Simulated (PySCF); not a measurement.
Calculation: B3LYP-D3(BJ)/def2-TZVP // TPSS-D3(BJ)/def2-SVP (PySCF). Isolated molecules, 0 K electronic values unless said otherwise. One relaxed conformer stands for a flexible species; it need not be the lowest. B3LYP has the VWN-RPA correlation part, as in Gaussian. 

Reference species: [W(F)6] (neutral, multiplicity 1).

| Item | Result |
|---|---|
| coordination number | 6 |
| mean distance from the central atom to its bonded neighbours | 1.858 Å |

Changed species: [W(F)3(OH)3] (3 of 6 F replaced by OH; the reference has 0 of 6 F replaced by OH).

Task: Predict the effect on the coordination number and mean distance from the central atom to its bonded neighbours.

Result: the coordination number is nearly the same; the mean distance from the central atom to its bonded neighbours rises by 0.029 Å, to 1.887 Å.
